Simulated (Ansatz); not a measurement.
Consider the formal hydrolysis of a B–F bond: `FB(F)F` + H₂O → `OB(F)F` + H–F.

Program: Ansatz. Geometries: PBE0-D4/def2-TZVP. ΔE: electronic, gas phase. CBS: def2 TZ/QZ extrapolation, frozen cores. Functionals use def2-TZVPP. Each species was taken in one conformer, which may not be the lowest.

```json
{"level": "r2SCANh-D4", "ΔE (kJ/mol)": "10.4"}
{"level": "ωB97M-V", "ΔE (kJ/mol)": "9.9"}
```

**Question.** What does CCSD(T)/CBS give? (Estimate.)

**Answer.** The calculation gave: +9.1 kJ/mol. The listed levels differ from it by 1.3, 0.8 kJ/mol.

Largest T1 diagnostic among the species: 0.012.

Leaving LDA and LC-ωPBE aside and taking each functional with its dispersion term where it has one, the values, not all of them listed here, spread over 6.0 kJ/mol, from revPBE-D4 to B97M-V. LDA lies −4.3 kJ/mol from PBE without D4. In def2-TZVPP, CCSD(T) changes the Hartree–Fock value by −5.1 kJ/mol (the triples alone add −0.6 kJ/mol) and MP2 by −6.3 kJ/mol.
